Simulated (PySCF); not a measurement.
A PySCF script (with the pyscf-properties extension) for the NMR shieldings of SMILES BCB(N)SC, C2H9B2NS, on a GFN2-xTB geometry:

```python
import basis_set_exchange as bse
import numpy as np
from pyscf import gto, dft
from pyscf.prop import nmr

atoms = """
B    -1.441441    1.243768   -0.079892
C    -0.994832   -0.201784   -0.461321
B    -0.072605   -0.759191    0.724971
N    -0.630860   -1.525647    1.740547
S     1.710916   -0.450645    0.846970
C     2.093582    0.573000   -0.614172
H    -0.866537    2.183992   -0.478334
H    -2.342267    1.400815    0.651517
H    -1.848644   -0.875920   -0.536019
H    -0.451038   -0.240776   -1.404689
H    -0.095069   -1.895512    2.507560
H    -1.609500   -1.746990    1.799867
H     2.001169   -0.027928   -1.514144
H     3.119438    0.906825   -0.498262
H     1.423272    1.423982   -0.648961
"""
names = dict.fromkeys(["B", "C", "N", "S", "H"], "pcSseg-1")
basis = {el: gto.basis.parse(bse.get_basis(n, elements=[el], fmt="nwchem")) for el, n in names.items()}
mol = gto.M(atom=atoms, basis=basis, charge=0, verbose=0)
mf = dft.RKS(mol, xc="PBE0")
mf.grids.level = 2
mf.grids.alignment = dft.numint.BLKSIZE   # the property module wants whole blocks of grid points
mf.conv_tol = 1e-9
mf.kernel()

calc = nmr.RKS(mf)   # GIAO
C = mf.mo_coeff
Co = C[:, mf.mo_occ > 0]
resp = mf.gen_response(singlet=True, hermi=2)
def vind(x):   # induced exchange potential for any number of trial vectors
    d = np.einsum("pi,xij,qj->xpq", C, 2 * x.reshape(-1, C.shape[1], Co.shape[1]), Co, optimize=True)
    return np.einsum("xpq,pi,qj->xij", resp(d - d.transpose(0, 2, 1)), C, Co, optimize=True).ravel()
mo1, _ = nmr.rhf.solve_mo1(calc, with_cphf=vind)
sigma = calc.kernel(mo1)
for i, s in enumerate(sigma):   # ppm
    print("%2d %-2s %9.2f" % (i, mol.atom_pure_symbol(i), np.trace(s) / 3))
```

Problem. What are the results?

Solution. 
```
 0 B      16.46
 1 C     149.72
 2 B      60.73
 3 N     168.72
 4 S     560.15
 5 C     170.58
 6 H      23.83
 7 H      24.10
 8 H      29.51
 9 H      29.19
10 H      28.23
11 H      28.02
12 H      29.24
13 H      29.67
14 H      29.16
```

These numbers come from an equivalent density-fitted implementation of the same equations, which agrees with the script to about 0.01 ppm for H and up to a few tenths of a ppm for heavy atoms, so last digits may differ.

Size and cost of the density-fitted run: 154 basis functions, 23 s wall time on 1 thread of an Arm Neoverse V1, shared host; peak memory 0.72 GiB.
